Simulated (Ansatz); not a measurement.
Correlation energies of `NC1=C[SiH2]C1` by basis set

```xyz
12

N     0.962    1.108    1.313
C     0.423    0.314    0.345
C     1.027   -0.394   -0.647
Si   -0.585   -1.077   -1.172
C    -1.065    0.043    0.287
H     0.353    1.755    1.782
H     1.917    1.407    1.211
H     2.085   -0.421   -0.874
H    -1.139   -0.699   -2.505
H    -0.856   -2.533   -0.992
H    -1.457   -0.436    1.188
H    -1.664    0.931    0.065
```

Charge 0, multiplicity 1. The geometry is a stationary point of PBE0-D4/def2-TZVP. It is one conformer, not always the lowest. Frozen core, restricted reference, Ansatz 0.2.0. CBS rows extrapolate triple and quadruple zeta; past MP2 they add the triple-zeta difference.

```
     basis     HF (Eh)  MP2 corr.
  def2-SVP  -460.80913   -0.66582
def2-TZVPP  -461.10725   -0.81903
def2-QZVPP  -461.12414   -0.87396
```

Estimate the CCSD correlation energy and the (T) correction in each basis where they were run (hartree).


| basis | CCSD corr. | (T) |
| --- | --- | --- |
| def2-SVP | -0.71611 | -0.02528 |
| def2-TZVPP | -0.85915 | -0.03890 |
| CBS(def2) | -0.95477 | as TZ |
